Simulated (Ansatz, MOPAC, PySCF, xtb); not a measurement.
Torsion H4–O1–B2–O3 in BH3O2 (SMILES OBO); at each angle all else is relaxed with GFN2-xTB, and the levels are single points there.
Geometry at 0° (charge 0, multiplicity 1):
```xyz
6

O     -1.2513    -0.2707    -0.3954
B     -0.2030     0.5510    -0.2532
O      0.3459     0.7110     0.9771
H     -1.5306    -0.6894     0.4210
H      0.1890     1.0963    -1.2182
H      1.0912     1.3033     1.0435
```

On the grid 0° to 330°, 270° is the highest and 0° the lowest point at CCSD(T)/CBS(cc-pVTZ, cc-pVQZ).

Correlated levels freeze the cores. Rows in 6-31G*, STO-3G carry no dispersion term and start afresh at each structure (6-31G* with six Cartesian d functions). MP2/6-31G* freezes PySCF's default core. The state that PM3, PM6 reach isn't checked.

Programs: Ansatz (Gaussian orbitals); MOPAC for PM3, PM6 (differences of heats of formation); PySCF for 6-31G* rows, STO-3G rows; xtb for the GFN methods. Each number belongs to the level named beside it.

```
level             energy at 270° less that at 0° (kcal/mol)
----------------  -----------------------------------------
GFN-FF                                                 8.65
PM3                                                   13.86
PM6                                                   10.00
HF/STO-3G                                             16.78
HF/cc-pVQZ                                            10.13
PBE/def2-TZVPP                                        10.51
B3LYP/def2-TZVPP                                      10.36
MP2/6-31G*                                            12.41
CCSD(T)/cc-pVQZ                                  (withheld)
```

### Question
Fill in the missing entries.

### Answer

- CCSD(T)/cc-pVQZ, energy at 270° less that at 0° (kcal/mol): 10.79

Ansatz is a program for electronic structure.
